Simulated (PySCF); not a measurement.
Species: C₂H₁₃FSi₅.
Z-matrix (Å and degrees, GFN2-xTB geometry), rows numbered from 1:
```
C 
Si  1  1.9069
Si  2  2.3526  1  109.78
Si  3  2.3402  2  107.24  1   -96.65
Si  4  2.3422  3  107.82  2    -1.94
Si  5  2.3456  4  105.24  3   -16.23
C   6  1.9271  2  102.60  1  -163.70
F   7  1.3907  6  107.42  2   -53.80
H   1  1.0855  2  112.00  3   178.14
H   1  1.0864  2  110.93  3    58.04
H   1  1.0853  2  111.24  3   -61.54
H   2  1.4774  1  105.18  3   124.16
H   3  1.4728  2  111.82  1    25.81
H   3  1.4663  2  111.12  1   140.97
H   4  1.4671  3  112.26  2  -124.62
H   4  1.4717  3  111.62  2   119.93
H   5  1.4690  4  114.31  3  -141.78
H   5  1.4718  4  111.26  3   101.29
H   6  1.4754  2  120.63  1   -51.30
H   7  1.0909  6  113.95  2    63.51
H   7  1.0911  6  114.15  2  -171.25
```

NICS = −σ at a ghost point: NICS(0) at the centroid of the ring atoms, NICS(1) 1 Å to either side along the normal of their mean plane, zz for the tensor component along that normal. Level: GIAO PBE0/pcSseg-1 (PySCF, non-relativistic, gas phase) on the GFN2-xTB geometry, one conformer.

Ring bond lengths (Å), with Mayer bond orders in brackets: Si2–Si3 2.353 (0.86), Si3–Si4 2.340 (0.85), Si4–Si5 2.342 (0.84), Si5–Si6 2.346 (0.88), Si6–Si2 2.354 (0.88).

Question: Give the NICS values of each ring in ppm.

Answer: 
```csv
ring,type,NICS(0),"NICS(1), two faces","NICS(1)zz, two faces",rms pucker (Å),"centre to ring atoms, mean (Å)"
Si2–Si3–Si4–Si5–Si6,5-membered ring with 5 Si; formal bonds all single,-2.2,-2.5 / -2.2,-2.3 / 1.7,0.20,1.98
```

Question: What can be read from them?

Answer: 
- Si2–Si3–Si4–Si5–Si6: mean NICS(1)zz -0.3 ppm, near zero. Si2, Si3, Si4, Si5, Si6 have four or more neighbours, so the value isn't read as a sign of a π ring current. The two faces differ by 4.0 ppm, so no symmetry operation interchanges them.

Question: What is the mean of the two in-plane components of NICS at the first NICS(1) probe listed for ring Si2–Si3–Si4–Si5–Si6, 1 Å off the ring?

Answer: The isotropic value is a third of the trace: (3 × -2.5 − (-2.3))/2 = -2.6 ppm.

Question: What are the shieldings of the ring atoms and their hydrogens in the same run (means over atoms taken as equivalent)?

Answer: 
| atoms | environment | σ isotropic (ppm) |
| --- | --- | --- |
| Si2 | SiH silicon | 419.5 |
| Si3 | SiH2 silicon | 466.2 |
| Si4 | SiH2 silicon | 471.9 |
| Si5 | SiH2 silicon | 470.8 |
| Si6 | SiH silicon | 416.2 |
| H12 | Si–H hydrogen | 27.33 |
| H13 | Si–H hydrogen | 28.30 |
| H14 | Si–H hydrogen | 28.16 |
| H15 | Si–H hydrogen | 28.15 |
| H16 | Si–H hydrogen | 28.10 |
| H17 | Si–H hydrogen | 28.11 |
| H18 | Si–H hydrogen | 28.22 |
| H19 | Si–H hydrogen | 27.67 |
